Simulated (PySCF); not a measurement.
Record of a relaxation.

Species: C3H5ClN2Si.
Atom-mapped SMILES: `[SiH3:1][n:2]1[cH:3][n:4][cH:5][c:6]1[Cl:7]` (hydrogens: H8, H9, H10 on Si1; H11 on C3; H12 on C5)

Method: PySCF, PBE0-D3(BJ)/def2-SVP geometry optimisation, gas phase; density fitting, grid level 1; the optimiser is geomeTRIC in internal coordinates, started from a GFN2-xTB structure with every atom displaced at random (about 0.01 Å). The frame can shift and turn from step to step; on so coarse a grid that alone can change the energy by a few meV, and forces under 0.02 eV/Å are noise.

Step 0: E = -26547.3122 eV, largest atomic force 4.269 eV/Å
```
atom  x, y, z in Å  |  force x, y, z in eV/Å
Si1     1.889    0.053    0.161   -0.916   1.026  -0.228
N2      0.121   -0.155    0.037    0.308   0.346  -0.078
C3     -0.658   -1.270    0.191    3.404  -0.729   0.540
N4     -1.872   -1.045    0.033   -4.245  -0.052  -0.441
C5     -2.027    0.274   -0.260    0.758  -0.017   0.183
C6     -0.785    0.840   -0.252    0.195   0.065  -0.062
Cl7    -0.229    2.422   -0.529   -0.032   0.389  -0.080
H8      2.342    0.557   -1.150    0.300  -0.004  -0.122
H9      2.347   -1.255    0.498    0.569  -1.125   0.249
H10     2.100    1.038    1.239    0.286   0.118   0.153
H11    -0.219   -2.223    0.447    0.232  -0.427   0.080
H12    -2.970    0.736   -0.426   -0.858   0.410  -0.195
```

Step 1: E = -26547.5172 eV, largest atomic force 0.845 eV/Å
```
atom  x, y, z in Å  |  force x, y, z in eV/Å
Si1     1.087    2.737   -0.077    0.154  -0.187   0.004
N2     -0.684    2.567   -0.237    0.195   0.123   0.012
C3     -1.442    1.435   -0.070   -0.822   0.164  -0.111
N4     -2.730    1.665   -0.239    0.728  -0.385   0.153
C5     -2.839    2.991   -0.526   -0.157   0.237  -0.048
C6     -1.592    3.562   -0.531   -0.012   0.279  -0.052
Cl7    -1.086    5.185   -0.822   -0.040  -0.384   0.073
H8      1.682    3.169   -1.368   -0.038   0.031  -0.034
H9      1.570    1.368    0.280   -0.102   0.119  -0.024
H10     1.416    3.706    0.999   -0.041   0.039   0.033
H11    -0.996    0.471    0.176    0.009   0.004  -0.003
H12    -3.799    3.478   -0.709    0.125  -0.040  -0.003
```

Step 2: E = -26547.5275 eV, largest atomic force 0.395 eV/Å
```
atom  x, y, z in Å  |  force x, y, z in eV/Å
Si1     1.092    2.741   -0.079    0.051  -0.054  -0.001
N2     -0.678    2.563   -0.232   -0.110   0.050   0.009
C3     -1.448    1.438   -0.067   -0.300  -0.183   0.007
N4     -2.729    1.662   -0.235    0.376  -0.112   0.045
C5     -2.839    2.991   -0.526    0.074   0.103   0.004
C6     -1.588    3.555   -0.524   -0.077   0.226  -0.082
Cl7    -1.066    5.160   -0.814   -0.008  -0.040   0.007
H8      1.668    3.181   -1.377   -0.014   0.011   0.004
H9      1.566    1.376    0.275   -0.016   0.013   0.001
H10     1.406    3.714    0.999   -0.009   0.002  -0.004
H11    -1.005    0.473    0.177    0.017  -0.015   0.009
H12    -3.792    3.480   -0.720    0.015  -0.001   0.002
```

Step 3: E = -26547.5269 eV, largest atomic force 0.294 eV/Å
```
atom  x, y, z in Å  |  force x, y, z in eV/Å
Si1     1.088    2.736   -0.079   -0.066   0.093  -0.020
N2     -0.683    2.575   -0.232    0.274  -0.045   0.052
C3     -1.439    1.438   -0.063    0.048   0.161  -0.040
N4     -2.712    1.657   -0.232   -0.219   0.102  -0.032
C5     -2.832    2.991   -0.524   -0.064  -0.061  -0.012
C6     -1.591    3.571   -0.528   -0.023  -0.289   0.047
Cl7    -1.069    5.168   -0.822    0.009   0.088  -0.015
H8      1.658    3.179   -1.379    0.024   0.000   0.020
H9      1.538    1.367    0.272    0.048  -0.058   0.016
H10     1.401    3.707    1.003    0.031  -0.013  -0.019
H11    -0.986    0.476    0.181    0.017   0.011   0.004
H12    -3.787    3.470   -0.721   -0.078   0.010  -0.001
```

Step 4: E = -26547.5304 eV, largest atomic force 0.049 eV/Å
```
atom  x, y, z in Å  |  force x, y, z in eV/Å
Si1     1.092    2.738   -0.079   -0.026   0.012  -0.009
N2     -0.680    2.570   -0.231    0.031   0.015   0.012
C3     -1.444    1.438   -0.064   -0.047   0.008  -0.011
N4     -2.719    1.660   -0.234   -0.009  -0.007   0.009
C5     -2.838    2.991   -0.525    0.040  -0.014  -0.009
C6     -1.591    3.562   -0.527   -0.009  -0.029   0.000
Cl7    -1.071    5.164   -0.821    0.003   0.027  -0.003
H8      1.664    3.182   -1.377    0.005   0.002   0.004
H9      1.554    1.370    0.273    0.009  -0.011   0.003
H10     1.407    3.710    1.001    0.008  -0.002  -0.003
H11    -0.994    0.476    0.181    0.005   0.003   0.003
H12    -3.793    3.474   -0.721   -0.009  -0.004   0.004
```

Step 5: E = -26547.5305 eV, largest atomic force 0.061 eV/Å
```
atom  x, y, z in Å  |  force x, y, z in eV/Å
Si1     1.091    2.739   -0.080   -0.007  -0.008  -0.004
N2     -0.680    2.571   -0.230    0.001   0.005   0.012
C3     -1.446    1.439   -0.063    0.006  -0.038   0.013
N4     -2.721    1.658   -0.232    0.051   0.020  -0.010
C5     -2.837    2.988   -0.527   -0.040   0.046  -0.005
C6     -1.591    3.562   -0.528   -0.011  -0.022  -0.009
Cl7    -1.074    5.166   -0.821   -0.004  -0.008   0.000
H8      1.665    3.183   -1.377    0.000   0.002   0.000
H9      1.556    1.370    0.272    0.000   0.001   0.000
H10     1.411    3.709    1.000    0.001   0.001   0.000
H11    -0.994    0.478    0.184    0.005   0.000   0.003
H12    -3.793    3.471   -0.723   -0.001   0.002   0.000
```

Step 6: E = -26547.5306 eV, largest atomic force under 0.02 eV/Å
```
atom  x, y, z in Å  |  force x, y, z in eV/Å
Si1     1.091    2.739   -0.080   -0.001  -0.004  -0.003
N2     -0.680    2.571   -0.230    0.000   0.008   0.010
C3     -1.445    1.439   -0.062   -0.006  -0.006   0.001
N4     -2.720    1.658   -0.233    0.006  -0.005  -0.001
C5     -2.838    2.988   -0.528   -0.002   0.004   0.003
C6     -1.592    3.562   -0.529    0.003   0.001  -0.007
Cl7    -1.075    5.165   -0.822    0.000  -0.002  -0.001
H8      1.665    3.184   -1.377   -0.001   0.001  -0.001
H9      1.556    1.371    0.272   -0.001   0.003  -0.001
H10     1.411    3.710    1.000    0.000   0.001   0.001
H11    -0.993    0.478    0.187    0.001   0.001   0.001
H12    -3.794    3.470   -0.723    0.002  -0.002  -0.001
```

**Question.** Summarise the path.

**Answer.** The energy falls by 21.07 kJ/mol from step 0 to step 6; nine tenths of that is first reached at step 1. It rises by more than 0.2 meV at step 3. The largest force goes from 4.269 to under 0.02 eV/Å. Among the bonds Si1–H9 changes most, from 1.427 to 1.487 Å; the atoms move by 0.061 Å rms after alignment.

The cost below is that of the whole optimisation. On an Arm Neoverse V2 with one thread, on a shared host, this took 58 s of wall time and 0.52 GiB of memory at its peak.
